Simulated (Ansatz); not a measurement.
System: CH$_{3}$AlBr$_{2}$, net charge 0, singlet state. 
Geometry from a B3LYP-D3(BJ)/def2-TZVP (Ansatz, a quantum-chemistry and plane-wave program) optimisation:
```
Al
C 1 1.9343
H 2 1.0903 1 111.78
H 2 1.0926 3 108.74 1 -122.02
H 2 1.0929 3 108.62 4 -116.20
Br 1 2.2595 2 122.15 3 1.90
Br 1 2.2599 2 120.88 3 -178.21
```
Charge 0, spin multiplicity 1.

Quantity: vertical ionisation energy (to the doublet state of charge +1; each state is the SCF solution reached for its spin), in eV. Correlated levels leave the core frozen unless marked. Open shells are spin-unrestricted. Spin-orbit coupling is left out. Frozen are the shells of the preceding noble gas and the d and f shells that filled before the atom's block. No relativistic terms. CBS marks a two-point X^-3 extrapolation of the correlation energy; Hartree-Fock from the larger set.

| level | program | vertical ionisation energy (eV) |
|---|---|---|
| PBE0/def2-TZVPD | Ansatz | 10.40 |
| wB97M-V/def2-TZVPD | Ansatz | 10.76 |
| wB97X-V/def2-TZVPD | Ansatz | ? |
| SCS-MP2/def2-SVPD | Ansatz | 10.83 |
| CCSD/def2-SVPD | Ansatz | 10.70 |
| CCSD(T)/CBS(def2-TZVPPD,def2-QZVPPD) | Ansatz | ? |

**Question.** Some entries are withheld; supply them.

**Answer.** 
- wB97X-V/def2-TZVPD, vertical ionisation energy (eV): 10.84
- CCSD(T)/CBS(def2-TZVPPD,def2-QZVPPD), vertical ionisation energy (eV): 10.99
